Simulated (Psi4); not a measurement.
ClO, doublet, at a GFN2-xTB geometry; B3LYP/cc-pVTZ (Psi4).

The Psi4 input:
```
memory 2 GB

molecule {
0 2
Cl   -0.00000000   -0.00000000   -0.49281646
O     0.00000000    0.00000000    1.04723499
}

set {
  basis cc-pvtz
  reference uks
  cholesky_tolerance 1e-3
  scf_type cd
}

energy('b3lyp')
print_variables()
```

The log (banner, timings and long lists left out):

```
   => Loading Basis Set <=

    Name: CC-PVTZ
    Role: ORBITAL
    Keyword: BASIS

         ---------------------------------------------------------
                                   SCF
               by Justin Turney, Rob Parrish, Andy Simmonett
                          and Daniel G. A. Smith
                              UKS Reference
         ---------------------------------------------------------

  ==> Geometry <==

    Molecular point group: c2v
    Full point group: C_inf_v

    Geometry (in Angstrom), charge = 0, multiplicity = 2:

       Center              X                  Y                   Z               Mass
    ------------   -----------------  -----------------  -----------------  -----------------
         CL           0.000000000000     0.000000000000    -0.483343221209    34.968852682000
         O            0.000000000000     0.000000000000     1.056708228791    15.994914619570

  Running in c2v symmetry.

  Rotational constants: A = ************  B =      0.64763  C =      0.64763 [cm^-1]
  Rotational constants: A = ************  B =  19415.33792  C =  19415.33792 [MHz]
  Nuclear repulsion =   46.730971651057523

  Charge       = 0
  Multiplicity = 2
  Electrons    = 25
  Nalpha       = 13
  Nbeta        = 12

  ==> Algorithm <==

  SCF Algorithm Type is CD.
  DIIS enabled.
  MOM disabled.
  Fractional occupation disabled.
  Guess Type is SAD.
  Energy threshold   = 1.00e-06
  Density threshold  = 1.00e-06
  Integral threshold = 1.00e-12

  ==> Primary Basis <==

  Basis Set: CC-PVTZ
    Blend: CC-PVTZ
    Number of shells: 22
    Number of basis functions: 64
    Number of Cartesian functions: 74
    Spherical Harmonics?: true
    Max angular momentum: 3

  ==> DFT Potential <==

   => LibXC <=

    Version 7.1.2
    S. Lehtola, C. Steigemann, M. J. T. Oliveira, and M. A. L. Marques,  SoftwareX 7, 1–5 (2018) (10.1016/j.softx.2017.11.002)

   => Composite Functional: B3LYP <=

    B3LYP Hyb-GGA Exchange-Correlation Functional

    P. J. Stephens, F. J. Devlin, C. F. Chabalowski, and M. J. Frisch,  J. Phys. Chem. 98, 11623 (1994) (10.1021/j100096a001)

    Deriv               =              1
    GGA                 =           TRUE
    Meta                =          FALSE

    Exchange Hybrid     =           TRUE
    MP2 Hybrid          =          FALSE

   => Exchange Functionals <=

    0.0800   Slater exchange
    0.7200         Becke 88

   => Exact (HF) Exchange <=

    0.2000               HF

[...]
   @S^2 Expected:                7.500000000E-01
   @S^2 Observed:                7.543672789E-01
   @S   Expected:                5.000000000E-01
   @S   Observed:                5.000000000E-01

    Orbital Energies [Eh]
    ---------------------

    Alpha Occupied:

[...]
       3B2    -0.286553

    Alpha Virtual:

[...]
    Beta Occupied:

[...]
    Beta Virtual:

[...]
      28A1     8.289823

    Final Occupation by Irrep:
             A1    A2    B1    B2
    DOCC [     7,    0,    2,    3 ]
    SOCC [     0,    0,    1,    0 ]
    NA   [     7,    0,    3,    3 ]
    NB   [     7,    0,    2,    3 ]

  @UKS Final Energy:  -535.36604059027206

   => Energetics <=

    Nuclear Repulsion Energy =             46.7309716510575228
    One-Electron Energy =                -830.9873399054683887
    Two-Electron Energy =                 278.5305878646619817
    DFT Exchange-Correlation Energy =     -29.6402602005231373
    Empirical Dispersion Energy =           0.0000000000000000
    VV10 Nonlocal Energy =                  0.0000000000000000
    Total Energy =                       -535.3660405902720640

  UHF NO Occupations:
  HONO-2 :    7 A1 1.9996177
  HONO-1 :    2 B1 1.9986443
  HONO-0 :    3 B1 1.0000000
  LUNO+0 :    4 B1 0.0013557
  LUNO+1 :    8 A1 0.0003823
  LUNO+2 :    9 A1 0.0002452
  LUNO+3 :   10 A1 0.0000947

Computation Completed

Properties will be evaluated at   0.000000,   0.000000,   0.000000 [a0]

Properties computed using the SCF density matrix

 Multipole Moments:

 ------------------------------------------------------------------------------------
     Multipole            Electronic (a.u.)      Nuclear  (a.u.)        Total (a.u.)
 ------------------------------------------------------------------------------------

 L = 1.  Multiply by 2.5417464519 to convert [e a0] to [Debye]
 Dipole X            :          0.0000000            0.0000000            0.0000000
 Dipole Y            :          0.0000000            0.0000000            0.0000000
 Dipole Z            :         -0.9965296            0.4475459           -0.5489837
 Magnitude           :                                                    0.5489837

 ------------------------------------------------------------------------------------

  Variable Map:
  ----------------------------------------------------------------------------
[...]
  Array Variable Map:
  ----------------------------------------------------------------------------
[...]
[...]
```
